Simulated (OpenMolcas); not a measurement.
**C2+: effect of the basis set**

```yaml
Program: OpenMolcas
Method: CASSCF
Active_space: 2 electrons in 4 orbitals (2s 2p)
State_averaging: 2S+1 = 3 even, 3 roots; 2S+1 = 1 even, 7 roots; 2S+1 = 3 odd, 3 roots; 2S+1 = 1 odd, 3 roots
Spin-orbit_coupling: state interaction with AMFI integrals over the reference wave functions, term energies averaged over their components
```

A. ANO-RCC-VDZP [3s2p1d], DKH2, point nucleus; cost about 6 core-seconds
B. ANO-L-VTZP [4s3p2d1f], non-relativistic, point nucleus; cost of the order of 13 core-seconds
C. ANO-RCC-VTZP [4s3p2d1f], DKH2, point nucleus; cost about 17 core-seconds
D. ANO-R2 [4s4p2d1f], X2C, finite nucleus; cost roughly 20 core-seconds
E. ANO-R3 [4s4p2d1f], X2C, finite nucleus; cost of the order of 20 core-seconds
F. ANO-RCC-VQZP [5s4p3d2f1g], DKH2, point nucleus; cost roughly 27 core-seconds

Energies in cm-1 above 2s2 1S0, the measured ground level; measured values from Moore, Selected Tables of Atomic Spectra, NSRDS-NBS 3, section 3.

```
      Level       A       B       C       D       E       F  Measured
    2s2 1S0     0.0     0.0     0.0     0.0     0.0     0.0       0.0
2s 2p 3P* 0   52955   53002   52999   53023   53023   52936     52367
2s 2p 3P* 1   52982   53028   53026   53049   53049   52963     52391
2s 2p 3P* 2   53035   53081   53080   53101   53101   53016     52447
2s 2p 1P* 1  113503  113725  113372  113319  113319  113218    102352
    2p2 3P0  139146  139268  139277  139426  139426  139216    137426
    2p2 3P1  139172  139294  139304  139452  139452  139243    137454
    2p2 3P2  139223  139345  139356  139503  139503  139296    137502
    2p2 1D2  156188  156361  156310  156425  156425  156208    145876
    2p2 1S0  196334  196643  196407  196374  196374  196164    182520
```

Deviations, from unrounded energies. A percentage is the sum of absolute deviations over the sum of measured energies, with the sign that they share, or ± where signs differ.

```tsv
Against measurement	Levels	A	B	C	D	E	F
mean absolute deviation (cm-1)	9	4700	4800	4800	4800	4800	4700
other configurations (%)	9	+4.2	+4.3	+4.3	+4.3	+4.3	+4.2
```

A, B, C, D, E, F lie about equally close to measurement. The largest miss of F in the table is 2p2 1S0, by +14000 cm-1. The ranking rests on the paired levels alone, and a cruder setting can come out closer through cancelling errors.

Among A to F the level of the table that moves most is 2s 2p 1P* 1, by 510 cm-1 (lowest in F, highest in B).

Computed and measured levels are paired by configuration, term and J; levels that our copy of the source lacks, or whose pairing is in doubt (as where it misses far off the trend of its configuration), stay unpaired and out of the deviations. Levels of configurations outside the active space are missing.

* marks odd parity.
